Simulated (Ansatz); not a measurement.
Isolated molecules relaxed with PBE0-D4/def2-TZVP in Ansatz; ΔE leaves out vibrations. CCSD(T)/CBS adds triple-zeta CCSD(T) − MP2 to the extrapolated MP2 energy (def2 sets, frozen cores). This one scheme is used for every species. Functionals use def2-TZVPP. Each species was taken in one conformer, which may not be the lowest.

Reaction (hydrogenolysis of a C–C bond): `CC(=O)C(C)(C)C(C)(C)C` + H₂ → `CC(=O)C(C)C` + `CC(C)C`

| level | ΔE (kJ/mol) |
| --- | --- |
| PBE-D4 | -72.3 |
| B2PLYP | -91.7 |
| HF/def2-QZVPP | -139.6 |
| HF/CBS(def2) | -139.7 |

Problem. What does CCSD(T)/CBS give? (Best estimate.)

Solution. Ansatz gave: -61.1 kJ/mol. The listed levels differ from it by -11.2, -30.6, -78.5, -78.6 kJ/mol.

Largest T1 diagnostic among the species: 0.012.

The D4 term adds +40.1 kJ/mol with B3LYP and +23.4 kJ/mol with PBE0; it sums over pairs of atoms, weighted by their polarisabilities, and B3LYP, whose exchange is more repulsive, gets the larger term. In def2-TZVPP, CCSD(T) changes the Hartree–Fock value by +79.2 kJ/mol (the triples alone add +13.8 kJ/mol) and MP2 by +91.5 kJ/mol.

CCSD(T)/CBS has its own doubt, a few kJ/mol and more with outer-core shells, so smaller differences from it don't rank the levels.

B3LYP here is the variant with VWN-RPA as its local correlation; programs differ in this.
